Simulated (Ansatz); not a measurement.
`C[CH2][Al]([CH3])[OH]` + H₂Se → `[CH3][Al]([OH])[SeH]` + `CC`  (ligand exchange at the Al–C bond)

Gas-phase electronic energies from Ansatz, PBE0-D4/def2-TZVP geometries. CBS: MP2 limit from def2 TZ/QZ plus the TZ coupled-cluster correction, frozen cores. This one scheme is used for every species. DFT in def2-TZVPP. For Se outer-core shells are correlated without core-valence functions, which leaves a few kJ/mol of doubt a bond. Scalar relativity is left out up to krypton. Each species was taken in one conformer, which may not be the lowest.

`C[CH2][Al]([CH3])[OH]`:

Z-matrix (Å, degrees):
```
C
C 1 1.530
H 1 1.094 2 112.3
H 1 1.094 2 111.7 3 120.3
H 1 1.094 2 111.7 3 -120.3
Al 2 1.963 1 115.3 3 179.7
H 2 1.098 1 110.0 3 57.1
H 2 1.098 1 110.0 3 -57.5
O 6 1.705 2 120.0 1 178.8
C 6 1.946 2 123.9 1 -1.3
H 9 0.956 6 123.3 2 -0.1
H 10 1.092 6 111.8 2 178.7
H 10 1.095 6 111.4 2 57.8
H 10 1.095 6 111.2 2 -60.6
```

H₂Se:

```xyz
3

Se   -0.618   -0.164    0.243
H     0.228    1.032    0.313
H     0.390   -0.868   -0.557
```

`[CH3][Al]([OH])[SeH]`:

Cartesian coordinates in Å:
```
C -0.791 -1.066 0.962
Al 0.167 0.159 -0.191
O 1.621 -0.334 -0.908
Se -0.674 2.298 -0.572
H -0.566 -0.860 2.013
H -1.873 -0.974 0.840
H -0.505 -2.101 0.759
H 2.160 0.210 -1.477
H 0.461 2.668 -1.427
```

`CC`:

Z-matrix (Å, degrees):
```
C
C 1 1.519
H 1 1.093 2 111.4
H 1 1.093 2 111.4 3 120.0
H 1 1.093 2 111.4 3 -120.0
H 2 1.093 1 111.4 3 180.0
H 2 1.093 1 111.4 3 -60.0
H 2 1.093 1 111.4 3 60.0
```

```json
{"level": "BLYP-D4", "ΔE (kJ/mol)": "-134.5", "difference from CCSD(T)/CBS": "7.8"}
{"level": "r2SCAN0-D4", "ΔE (kJ/mol)": "-145.8", "difference from CCSD(T)/CBS": "-3.5"}
{"level": "ωB97X-V", "ΔE (kJ/mol)": "-138.2", "difference from CCSD(T)/CBS": "4.1"}
{"level": "B2PLYP", "ΔE (kJ/mol)": "-142.4", "difference from CCSD(T)/CBS": "-0.1"}
{"level": "r2SCANh", "ΔE (kJ/mol)": "-145.0", "difference from CCSD(T)/CBS": "-2.7"}
{"level": "CCSD/def2-SVP", "ΔE (kJ/mol)": "-138.9", "difference from CCSD(T)/CBS": "3.4"}
{"level": "HF/def2-TZVPP", "ΔE (kJ/mol)": "-153.6", "difference from CCSD(T)/CBS": "-11.3"}
{"level": "MP2/def2-TZVPP", "ΔE (kJ/mol)": "-144.8", "difference from CCSD(T)/CBS": "-2.5"}
{"level": "SCS-MP2/def2-TZVPP", "ΔE (kJ/mol)": "-143.3", "difference from CCSD(T)/CBS": "-1.0"}
{"level": "CCSD/CBS(def2)", "ΔE (kJ/mol)": "-143.3", "difference from CCSD(T)/CBS": "-1.0"}
{"level": "CCSD(T)/CBS", "ΔE (kJ/mol)": "-142.3", "difference from CCSD(T)/CBS": "0"}
```

Largest T1 diagnostic among the species: 0.011.

From PBE to PBE0 (25 % exact exchange), in def2-TZVPP and without D4, ΔE moves by −4.5 kJ/mol. In def2-TZVPP, CCSD(T) changes the Hartree–Fock value by +13.7 kJ/mol (the triples alone add +1.0 kJ/mol) and MP2 by +8.8 kJ/mol.
